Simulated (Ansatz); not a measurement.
H$_{2}$S$_{2}$, charge +1, doublet, geometry from GFN2-xTB (a state made from the parent by changing its charge; the spin is typed, not shown lowest); B3LYP/cc-pVDZ in Ansatz (a program for electronic structure).

The Ansatz input:
Ansatz 0.2 input:
```yaml
crystal:
  periodic: [false, false, false]
  atoms:
    - {symbol: S, position_ang: [-0.80955851, -0.03765018, 0.59460666]}
    - {symbol: S, position_ang: [0.80955851, 0.03765018, -0.59460666]}
    - {symbol: H, position_ang: [-1.71863123, -0.08126760, -0.40514565]}
    - {symbol: H, position_ang: [1.71863123, 0.08126760, 0.40514566]}
basis:
  gaussian:
    orbitals: cc-pVDZ
    final_grid: {core_spheres: 14, valence_spheres: 28, degree: 59}
hamiltonian:
  xc: b3lyp
total_charge: 1
magnetization: {spin_polarized: true, initial_magnetization: 1}
```

It wrote (shortened):

```
Functional definition: B3LYP
477 factors; integrals over basis functions are off by at most 9.3e-4 eV
mean field evaluation 1: about -21694.3057 eV, gradient 1.3e1 eV
mean field evaluation 2: about -21694.6873 eV, gradient 1.0e1 eV
mean field evaluation 4: about -21695.2888 eV, gradient 1.8e-1 eV
mean field evaluation 8: about -21695.3916 eV, gradient 2.1e-3 eV
mean field evaluation 16: about -21695.3916 eV, gradient 1.1e-5 eV
mean field -21695.39161559 eV, -797.2909362084 hartree, gradient 1.1e-5 eV, S^2 0.753134; 0 other end points of the search recorded, 0 dependent functions left out
reference -21695.39179278 eV, -797.2909427200 hartree; 17, 16 occupied and 29, 30 virtual orbitals, 477 factors
Total energy: -21695.39179278 eV, -797.2909427200 hartree
```
